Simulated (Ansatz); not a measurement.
Reactions of AsH$_{5}$Si, SMILES `[SiH3][AsH2]`.

Computed with Ansatz on PBE0-D4/def2-TZVP structures; ΔE is electronic, products minus reactants. CCSD(T)/CBS is the MP2 limit (def2-TZVPP, def2-QZVPP) plus CCSD(T) − MP2 in def2-TZVPP, frozen cores. This one scheme is used for every species. DFT in def2-TZVPP. Elements past krypton have def2 core potentials. For As, In outer-core shells are correlated without core-valence functions, which leaves a few kJ/mol of doubt a bond. Scalar relativity is left out up to krypton. Each species was taken in one conformer, which may not be the lowest.

| reaction | HF/CBS(def2) (kJ/mol) | B2PLYP (kJ/mol) | ωB97X-V (kJ/mol) |
| --- | --- | --- | --- |
| `[SiH3][AsH2]` + `[OH][In]([F])[SH]` → `[F][In]([SH])[O][SiH3]` + `[AsH3]` | -98 | -72 | -69 |
| `[SiH3][AsH2]` + `[OH][Al]([Cl])[Cl]` → `[SiH3][O][Al]([Cl])[Cl]` + `[AsH3]` | -108 | -82 | -78 |
| `[SiH3][AsH2]` + `O[SiH2][NH][AlH2]` → `[AlH2][NH][SiH2]O[SiH3]` + `[AsH3]` | -102 | -79 | -76 |
| `[SiH3][AsH2]` + `NCS` → `[SiH3]NCS` + `[AsH3]` | -30 | -22 | -21 |
| `[SiH3][AsH2]` + `[SiH3]C#CS` → `[SiH3]C#CS[SiH3]` + `[AsH3]` | -33 | -31 | -30 |
| `[SiH3][AsH2]` + `[NH2][AlH2]` → `[AlH2][NH][SiH3]` + `[AsH3]` | -36 | -23 | -23 |
| `[SiH3][AsH2]` + `CN[SiH3]` → `CN([SiH3])[AsH2]` + SiH₄ | 60 | 59 | 58 |
| `[SiH3][AsH2]` + CH₃SH → `CS[AsH2]` + SiH₄ | 9 | 10 | 12 |

(1) Give the CCSD(T)/CBS values in the same order. (An estimate is asked.)

Largest T1 diagnostic: 0.016, for `[OH][In]([F])[SH]`.

Results:

(1) Computed: -70, -77, -75, -19, -31, -22, 59, 13 kJ/mol.
